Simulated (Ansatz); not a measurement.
Molecule (SMILES): [Cl][Ga] (Cl-Ga) (closed-shell singlet).
Atoms: Ga1, Cl2. Bonds: Ga1-Cl2.

Basis-set convergence of the highest harmonic wavenumber at HF with Ansatz (an electronic-structure program). Each level at its own minimum, finite differences of forces, unscaled; the reference is a large set that could be run, not a limit. Cartesian d functions, on some or all atoms, in 6-31G, 6-311G**; all else is spherical. The program fits the integrals of some runs and decomposes those of others, by size. No added dispersion term, no relativity. Reference: the value in pcseg-3, 357 cm⁻¹. Deviations are taken from unrounded values.

| basis | functions | highest harmonic wavenumber (cm⁻¹) | minus reference (cm⁻¹) |
|---|---|---|---|
| 6-31G | 42 | 318 | -39 |
| pcseg-1 | 45 | 345 | -12 |
| cc-pV(D+d)Z | 50 | 356 | -1 |
| def2-SVP | 50 | 374 | 17 |
| aug-cc-pV(D+d)Z | 68 | 346 | -11 |
| 6-311G** | 71 | 347 | -11 |
| pcseg-2 | 77 | 355 | -2 |
| cc-pV(T+d)Z | 82 | 359 | 2 |
| def2-TZVPD | 100 | 358 | 1 |
| def2-TZVPPD | 105 | 358 | 1 |
| aug-pcseg-2 | 109 | 355 | -2 |
| aug-cc-pV(T+d)Z | 114 | 356 | -1 |
| cc-pV(Q+d)Z | 132 | 357 | 0 |
